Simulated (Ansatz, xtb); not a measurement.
## Isomers of C6H6S2 in order of energy

3 gas-phase structures of C6H6S2, from a drawn sample of its isomers (lower ones may exist). Each was relaxed with GFN2-xTB:

A. `Sc1cccc(S)c1`, a singlet
B. `Sc1ccccc1S`, a singlet
C. `Sc1ccc(S)cc1`, a singlet

Question: Estimate their order in r2SCAN-D4/def2-SVP//GFN2-xTB energy at these geometries, lowest first.

Answer: Calculated order at r2SCAN-D4/def2-SVP//GFN2-xTB: B (0.0), A (1.1), C (1.7) kcal/mol. Less than 1 kcal/mol parts A and C, so the order within that pair means little.

Energies above the lowest of each column, in kcal/mol; the last columns are at r2SCAN-D4/def2-SVP geometries:

```csv
structure,GFN2-xTB,HF/STO-3G,r2SCAN-D4/def2-SVP//GFN2-xTB,r2SCAN-D4/def2-SVP,CCSD(T)/def2-SVP + ΔMP2/def2-TZVPP
B,2.3,4.6,0.0,0.0,0.0
A,0.0,0.0,1.1,1.2,0.7
C,0.2,0.6,1.7,1.7,1.2
```

CCSD(T)/def2-SVP + ΔMP2/def2-TZVPP has A and B within 1 kcal/mol of each other at the bottom, and every level picks one of them. Flexible structures stand in one conformer each, not always the lowest. ΔMP2 is the change of the MP2 energy from the smaller to the larger basis.

Programs: Ansatz 0.2.0, xtb 6.7.1.
